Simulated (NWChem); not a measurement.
# C2H6GeO, singlet; SMILES [Ge]([O]C)[CH3]

```xyz
10

Ge     0.4386    -0.6719    -0.0001
C     -1.5853    -0.8458     0.0000
H     -1.8457    -1.9103    -0.0059
H     -2.0366    -0.3758    -0.8833
H     -2.0331    -0.3871     0.8911
O      0.6432     1.1264     0.0004
C     -0.3336     2.1513    -0.0002
H     -1.3610     1.7677     0.0103
H     -0.1894     2.7881     0.8822
H     -0.2030     2.7753    -0.8939
```
Atoms are numbered in this order, from 1.

Computed with NWChem. Medium grid unless said otherwise, to which SCAN and Minnesota functionals are sensitive. Low-valent species are run as closed-shell singlets; no triplet was tried in these runs. Structure relaxed at the B3LYP/6-31G* (spherical d) level. Hybrids' shares of exact exchange are those that their runs print; pure functionals count as 0. The functionals differ in more than this share.

```csv
row,share of exact exchange,highest occupied level (eV)
PBE/def2-SVP,0.00,-5.34
PW91/def2-SVP,0.00,-5.39
TPSSh/def2-SVP,0.10,withheld
B3LYP/def2-SVP,0.20,-6.25
B97-2/def2-SVP,0.21,-6.24
r2SCAN0/def2-SVP,0.25,-6.64
MN15/def2-SVP,0.44,-7.01
```

Q: Fit a straight line of the last column on the one before it, predict the withheld value, and compare with the run.

A: 
1. Means of the 6 shown rows: x = 0.183, y = -6.145. Slope Σ(x − x̄)(y − ȳ)/Σ(x − x̄)² = -0.5453/0.1385 = -3.936; intercept -5.423.
2. The shown rows scatter about the line by 0.119 (root mean square); the largest residual is -0.23, at r2SCAN0/def2-SVP.
3. At x = 0.10 (TPSSh/def2-SVP; inside the shown range) the line gives -5.82.
4. The run gives -5.87, -0.05 from the line, 0.4 times the scatter.
